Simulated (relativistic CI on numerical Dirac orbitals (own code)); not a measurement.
**What each ingredient does to the levels of Sr XX**

Base calculation: Dirac-Coulomb-Breit CI, orbitals from a KLI potential per configuration, QED by a radiative potential, unscaled Slater integrals.

Configuration list (outside the closed core [Ne]): 3s²3p⁶3d, 3s²3p⁵3d², 3s3p⁶3d², 3s²3p⁶4s, 3s²3p⁶4p, 3s²3p⁶4d, 3s²3p⁶4f, 3s²3p⁵3d4s, 3s²3p⁵3d4p, 3s²3p⁵3d4d, 3s²3p⁶5s, 3s3p⁶3d4s, 3s²3p⁶5p, 3s3p⁶3d4p, 3s²3p⁵3d4f, 3s²3p⁶5d, 3p⁶3d²4p, 3s²3p⁶5f, 3s²3p⁶5g, 3s3p⁶3d4d, 3s²3p⁶6s, 3p⁶3d³, 3p⁵3d⁴, 3p⁶3d²4s, 3p⁵3d³4s, 3p⁶3d²4d, 3p⁵3d³4d. Double excitations out of closed p, d and f shells are left out; levels of such configurations are missing from the list, as are those of other unlisted configurations, and high levels can miss mixing partners. These lack a partner that the ground configuration has and come out too high: 3s²3p⁵3d4p, 3s²3p⁵3d4f.

The lowest level and the first level of each name with at least 55 % of one term (blank where a level has no safe partner in the second run):

```tsv
Level	Base (cm⁻¹)	Shift (cm⁻¹)
3s²3p⁶3d ²D3/2	0	0
3s²3p⁶3d ²D5/2	21157	+63
3s²3p⁵3d² ⁴D°1/2	778080	-5694
3s²3p⁵3d² ⁴D°3/2	784360	-5698
3s²3p⁵3d² ⁴D°5/2	795963	-5713
3s²3p⁵3d² ⁴D°7/2	812004	-5723
3s²3p⁵3d² ⁴G°9/2	830783	-5878
3s²3p⁵3d² ⁴G°7/2	832513	-5852
3s²3p⁵3d² ⁴G°11/2	834712	-5875
3s²3p⁵3d² ⁴P°5/2	847144	-5779
3s²3p⁵3d² ⁴P°3/2	857308	-5758
3s²3p⁵3d² ⁴P°1/2	873325	-5768
3s²3p⁵3d² ²D°5/2	875434	-5696
3s²3p⁵3d² ⁴F°9/2	876921	-5853
```

At this charge energies of transitions that change n are usually good to better than 1 %, and those within a shell (Δn = 0) to a few per cent.

**Question.** One thing was changed in a second run, which moved the levels as shown. Which?
A. configuration mixing switched off
B. QED terms removed
C. Breit term removed

**Answer.** A. Configuration mixing switched off. Without mixing, levels that were pushed by configurations of the same parity and J return to their single-configuration places.

LS names give the leading component of a level, which can be under half, so a name can repeat, a term be missing and a line seem to break the LS rules.
